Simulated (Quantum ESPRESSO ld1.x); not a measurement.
Results of a calculation; reference values are marked as such.
Question: Species: the iodine ion I4+. Configuration: [Kr] 4d10 5s2 5p1. Level of theory: non-relativistic Kohn-Sham, LDA (Slater exchange, Perdew-Zunger correlation), spin-polarised, spherical densities, point nucleus; open shells are filled with parallel spins first; relativity is left out, which matters for an element this heavy (ld1.x of Quantum ESPRESSO 7.5). Some entries of the table are withheld. Estimate them.

| orbital | occ. | eigenvalue (hartree) | <r> (bohr) |
|---|---|---|---|
| 1s up | 1 | -1163.48 | 0.02870 |
| 1s down | 1 | -1163.48 | 0.02870 |
| 2s up | 1 | -176.748 | 0.1236 |
| 2s down | 1 | -176.747 | 0.1236 |
| 2p up | 3 | -166.280 | 0.1052 |
| 2p down | 3 | -166.279 | 0.1052 |
| 3s up | 1 | -36.9088 | 0.3284 |
| 3s down | 1 | -36.9071 | 0.3284 |
| 3p up | 3 | -32.4972 | 0.3186 |
| 3p down | 3 | -32.4953 | 0.3186 |
| 3d up | 5 | -24.2672 | 0.2890 |
| 3d down | 5 | -24.2655 | 0.2890 |
| 4s up | 1 | -7.76228 | 0.7694 |
| 4s down | 1 | -7.75846 | 0.7692 |
| 4p up | 3 | -6.21708 | 0.8035 |
| 4p down | 3 | -6.21280 | 0.8031 |
| 4d up | 5 | -3.57451 | 0.9079 |
| 4d down | 5 | -3.56806 | 0.9061 |
| 5s up | 1 | -2.06506 | (1) |
| 5s down | 1 | -2.03296 | (2) |
| 5p up | 1 | -1.66101 | (3) |
| 5p down | 0 | -1.62803 | (4) |
| 4f up | 0 | -0.91942 | (5) |
| 4f down | 0 | -0.89688 | (6) |
| 6s up | 0 | -0.88411 | 3.645 |
| 6s down | 0 | -0.87168 | 3.683 |

Answer: 
(1) 5s up <r> (bohr): 1.843
(2) 5s down <r> (bohr): 1.841
(3) 5p up <r> (bohr): 2.043
(4) 5p down <r> (bohr): 2.046
(5) 4f up <r> (bohr): 1.816
(6) 4f down <r> (bohr): 1.805
